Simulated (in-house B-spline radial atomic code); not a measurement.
A fraction x of an electron is moved 3s → 3d in Ca2+, starting from [Ne] 3s2 3p6 and keeping the highest spin. Method: scalar-relativistic (X2C) LDA VWN5, spin-polarised, spherical fractional occupations, Fermi nucleus of rms radius 3.4776 fm. Calculated with a radial B-spline atomic code at the basis-set limit.

```json
{"x": "0", "E(x) - E(0) (eV)": "0.0000", "3s down level (eV)": "-62.065", "3d up level (eV)": "-"}
{"x": "0.125", "E(x) - E(0) (eV)": "5.7323", "3s down level (eV)": "-62.261", "3d up level (eV)": "-16.478"}
{"x": "0.25", "E(x) - E(0) (eV)": "?", "3s down level (eV)": "?", "3d up level (eV)": "?"}
{"x": "0.375", "E(x) - E(0) (eV)": "17.1391", "3s down level (eV)": "-62.600", "3d up level (eV)": "-17.131"}
{"x": "0.5", "E(x) - E(0) (eV)": "22.8123", "3s down level (eV)": "-62.743", "3d up level (eV)": "-17.441"}
{"x": "0.625", "E(x) - E(0) (eV)": "?", "3s down level (eV)": "?", "3d up level (eV)": "?"}
{"x": "0.75", "E(x) - E(0) (eV)": "34.0937", "3s down level (eV)": "-62.977", "3d up level (eV)": "-18.033"}
{"x": "0.875", "E(x) - E(0) (eV)": "39.7000", "3s down level (eV)": "-63.070", "3d up level (eV)": "-18.316"}
{"x": "1", "E(x) - E(0) (eV)": "45.2820", "3s down level (eV)": "-", "3d up level (eV)": "-18.592"}
```

(1) What belongs in the row x = 0.25?

(2) What belongs in the row x = 0.625?

(3) Check Janak's theorem between x = 0.375 and 0.5.

Results:

(1) An energy change of 11.4455 eV; 3s down at -62.439 eV, 3d up at -16.811 eV.

(2) An energy change of 28.4641 eV; 3s down at -62.868 eV, 3d up at -17.741 eV.

(3) The slope of the energy is 45.39 eV; the orbital levels give 45.39 eV (ε of the receiving orbital less ε of the emptying one, averaged over the two points).
